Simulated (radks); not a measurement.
Problem. These are the eigenvalues of the occupied orbitals of an atom or ion with whole-number occupations (eV). All-electron calculation, scalar-relativistic Kohn-Sham, r2SCAN, spin-polarised, spherical densities, finite nucleus; meta-GGA in the generalised Kohn-Sham scheme; Fermi nuclear charge, rms radius of each element as measured or else 0.836 A^(1/3) + 0.57 fm. Program: a radial shooting solver on a logarithmic mesh with Libxc functionals.

1s up: -9408.686
1s down: -9405.962
2s up: -1587.786
2s down: -1586.437
2p up: -1442.964
2p down: -1440.221
3s up: -546.6097
3s down: -535.6168
3p up: -500.3636

Which element is it, and in what charge state? The configuration may be excited. Open shells, if any, are filled with parallel spins first.

Solution. Z = 29, copper, charge +15: Cu15+ in [Ne] 3s2 3p2. The list shows which subshells hold electrons but not how many an open one holds; the 1s level, -345.76 hartree, gives Z - s = 26.3 by -(Z - s)^2/2, which with screening and relativity narrows Z to a few neighbours, and the depths of the outer levels then fix element, charge and occupations together.
